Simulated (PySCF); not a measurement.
A structure optimised at PBE-D3(BJ)/def2-TZVP, used in a PySCF frequency run:

```xyz
3

B      0.0000     0.0000    -0.6318
O      0.0000     0.0000    -1.8494
Cl     0.0000     0.0000     1.0562
```

**Question.** Write its SMILES, formula and point group.

**Answer.** O=BCl, BClO, C∞v

**Question.** What are its rotational constants (standard atomic weights)?

**Answer.** 5.1274 GHz (linear rotor, B only)
